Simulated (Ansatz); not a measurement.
Born–Oppenheimer molecular dynamics of AsH3 + H3N (8 atoms, charge 0, multiplicity 1). It starts from a relaxed structure.

These are results of Ansatz 0.2.0, RKS PBE-D4/def2-SVP, not measurements.

```yaml
ensemble: NVT, Langevin thermostat
time_step: 0.5 fs
steps_asked: 100
set_temperature: 700 K
friction: 0.005 /fs
temperature_schedule: 25 steps to 700 K, then 75 steps to 10 K
seed: 292231
```

First frame:

```xyz
8
Properties=species:S:1:pos:R:3
N 0.069 0.111 -1.503
H 0.774 -0.517 -1.915
H -0.804 -0.093 -2.009
H 0.344 1.057 -1.804
As 0.326 0.289 1.553
H -1.192 0.341 1.322
H 0.366 -1.223 1.281
H 0.117 0.034 3.075
```

Problem. What does the run give?

Solution. All steps were run.

* steps done: 100
* time covered: 50 fs
* mean temperature over the second half: 280 K
* spread of the potential energy over the second half: 5.5 meV per atom
* mean potential energy of the second half above the start: 31.2 meV per atom

The schedule's set-point averaged 240 K over the second half and the system 280 K, so it lags behind the ramp. A run of 0.05 ps of so small a system gives no equilibrium averages.

Problem. What happens to the structure?

Solution. The same pairs are bonded in the first frame and the last. Pairs count as bonded within 1.25 times the sum of covalent radii (0.12 Å more for H–H). The details hang on the random start.

Problem. How do temperature and energy run in time?

Solution. 
```json
{"time (fs)": "0.0", "T (K)": "612", "potential energy less start (eV)": "0.000"}
{"time (fs)": "4.0", "T (K)": "476", "potential energy less start (eV)": "0.174"}
{"time (fs)": "8.0", "T (K)": "462", "potential energy less start (eV)": "0.142"}
{"time (fs)": "12.0", "T (K)": "415", "potential energy less start (eV)": "0.130"}
{"time (fs)": "16.0", "T (K)": "425", "potential energy less start (eV)": "0.085"}
{"time (fs)": "20.0", "T (K)": "333", "potential energy less start (eV)": "0.163"}
{"time (fs)": "24.0", "T (K)": "303", "potential energy less start (eV)": "0.198"}
{"time (fs)": "28.0", "T (K)": "279", "potential energy less start (eV)": "0.238"}
{"time (fs)": "32.0", "T (K)": "368", "potential energy less start (eV)": "0.172"}
{"time (fs)": "36.0", "T (K)": "278", "potential energy less start (eV)": "0.275"}
{"time (fs)": "40.0", "T (K)": "249", "potential energy less start (eV)": "0.293"}
{"time (fs)": "44.0", "T (K)": "239", "potential energy less start (eV)": "0.295"}
{"time (fs)": "48.0", "T (K)": "311", "potential energy less start (eV)": "0.220"}
```

Run time: 54 s on 1 thread of Intel(R) Xeon(R) 6975P-C (Granite Rapids), on a shared host, peak memory 0.12 GiB.
